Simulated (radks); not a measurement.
Values are calculated unless marked as measured or tabulated.
Mean orbital radii <r> (bohr) of the krypton ion Kr+, [Ar] 3d10 4s2 4p5, at several levels of relativity; Dirac values are averaged over j with weights 2j + 1. Spin-unpolarised spherical Kohn-Sham, PBEsol, point nucleus unless stated (finite: rms radius 4.1884 fm), a radial shooting solver on a logarithmic mesh with Libxc functionals. A level marked "c x" has the speed of light scaled by that factor and shares open shells by 2j + 1; other Dirac levels either fill j = l - 1/2 first or share by 2j + 1.

| shell | non-rel. | scalar-rel. | scalar-rel., finite nucleus | Dirac, c x 0.75 | change of magnitude, last against first (%) |
|---|---|---|---|---|---|
| 1s | 0.04247 | 0.04151 | 0.04151 | 0.04073 | -4.11 |
| 2s | 0.1879 | 0.1836 | 0.1836 | 0.1797 | -4.37 |
| 2p | 0.1619 | 0.1602 | 0.1602 | 0.1586 | -2.07 |
| 3s | 0.5419 | 0.5307 | 0.5307 | 0.5215 | -3.76 |
| 3p | 0.5456 | 0.5408 | 0.5408 | 0.5368 | -1.60 |
| 3d | 0.5536 | 0.5556 | 0.5556 | 0.5574 | +0.69 |
| 4s | 1.566 | 1.537 | 1.537 | 1.514 | -3.28 |
| 4p | 1.833 | 1.826 | 1.826 | 1.821 | -0.67 |
